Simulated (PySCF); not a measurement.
**Core-level binding energies of `Cl[Si](Cl)(Br)Br`**

Species: Br2Cl2Si.
Numbering: `[Cl:1][Si:2]([Cl:3])([Br:4])[Br:5]`

Level of theory: PySCF, delta-SCF UKS SCAN, pcX-2 on the ionised atom, pcseg-1 elsewhere, spin-free X2C. Each binding energy is the total energy of the core-ionised species, with the hole localised on one atom, minus that of the ground state; both are solved self-consistently, so orbital relaxation is included.

Q: Give the core binding energies atom by atom.

A: 
```csv
atom(s),environment,level,binding energy (eV),2p1/2 (eV),count
Cl1/Cl3,silicon-bound chlorine,Cl 1s,2829.34,–,2
Si2,chlorine-bound silicon,Si 1s,1850.31,–,1
Cl1/Cl3,silicon-bound chlorine,Cl 2p3/2,206.77,208.43,2
Si2,chlorine-bound silicon,Si 2p3/2,110.12,110.75,1
```

Q: Give the binding energy of Cl 2p3/2 of Cl1/Cl3 in hartree and in kJ/mol.

A: 206.77 eV = 7.5987 Eh = 19950 kJ/mol.

Q: Which photon wavelength matches the Cl 2p3/2 of Cl1/Cl3 threshold?

A: λ = hc/E = 12398.42 eV Å / 206.77 eV = 59.962 Å.

Atoms equivalent by their bonding share one computed value, that of the first of them. 2p3/2 and 2p1/2 are the ΔSCF energy of one spin-free 2p hole plus the eigenvalues of a spin–orbit and ligand-field matrix of the shell. 2p1/2 minus 2p3/2 (ligand field included): Cl 1.65 eV, Si 0.62 eV. No level of bromine is listed. Geometry: PBE0-D3(BJ)/def2-SVP; no solvent, vibrations or thermal averaging.

On Arm Neoverse V2, one thread (shared host), this took 11 s wall.
